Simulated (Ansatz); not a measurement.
Basis-set extrapolation for `BSB(O)Cl` (PBE0-D4/def2-TZVP geometry, frozen core, Ansatz 0.2.0). Multiplicity 1, RHF reference.

```csv
,def2-TZVPP,def2-QZVPP
HF,-983.221760,-983.251202
MP2 correlation,-0.797709,-0.865079
CCSD(T) correlation,-0.879944,not run
```

Energies in hartree. Use E(X) = E(∞) + A·exp(−7.88·√X) for Hartree–Fock and E(X) = E(∞) + B·X^(−2.97) for correlation, with X = 3 and 4, and add CCSD(T) minus MP2 of the smaller set to the MP2 limit.

Q: What is the CCSD(T) energy at the basis-set limit?

A: HF limit: -983.251202 + (-0.029442) × 0.13774 = -983.25526. MP2 limit: -0.865079 + (-0.067370) × 0.74074 = -0.91498. Higher-order term: -0.879944 − (-0.797709) = -0.08223. Total: -984.25247 hartree, 395.8 kJ/mol below CCSD(T)/def2-TZVPP.
